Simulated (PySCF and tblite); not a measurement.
The numbers below are computed, except where a source is named.
C5H10Cl2, numbered as in [CH3:1][C@H:2]([Cl:3])[CH2:4][C@H:5]([CH3:6])[Cl:7].

Conformers came from 200 starts (ETKDG and KDG, MMFF94s, GFN2-xTB); geometries are GFN2-xTB. Weights use PBE0-D3(BJ)/pcSseg-1 energies plus GFN2-xTB zero-point and thermal terms (modes under about 100 cm⁻¹ blended into free rotors). Symmetry numbers and mirror images are counted. Conformers within 2.5 kcal/mol (GFN2-xTB free energy) were kept, 7 at most. (PySCF 2.14, tblite 0.8.)

Rotational constants are equilibrium values for the commonest isotopes; dipoles come from the energy level named.

Torsions listed: Cl3–C2–C4–C5, C2–C4–C5–Cl7.

```
conformer       shape  symmetry
        1    66°, 66°        C2
        2  176°, 176°        C2
        3   163°, 78°        C1
```

Question: Give the rotational constants and dipole components, as needed to look for these species in a jet-cooled rotational spectrum.

Answer: 
```tsv
conformer	A (MHz)	B (MHz)	C (MHz)	abs μa (D)	abs μb (D)	abs μc (D)	κ	Ic−Ia−Ib (u Å²)
1	2526	941	917	0.00	0.00	2.34	-0.97	-186.0
2	3238	761	711	0.00	2.65	0.00	-0.96	-108.9
3	3148	881	717	1.13	1.08	0.97	-0.87	-30.0
```

Question: Which type of transition is strongest for conformer 1?

Answer: c-type, since that component is clearly the largest; the top is near-prolate.
